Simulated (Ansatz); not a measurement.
Name a neutral molecule of B, C, Sn and H with HOMO energy (ωB97M-V/def2-TZVPP) between -9.85 and -9.55 eV and HOMO energy (PBE0/def2-TZVPP) between -7.55 and -7.25 eV (Ansatz, PBE0-D4/def2-TZVP geometry).

`CC[BH][SnH3]` (-9.61 eV, -7.50 eV). Other molecules can fit too; these were computed, each in one conformer that needn't be the lowest.
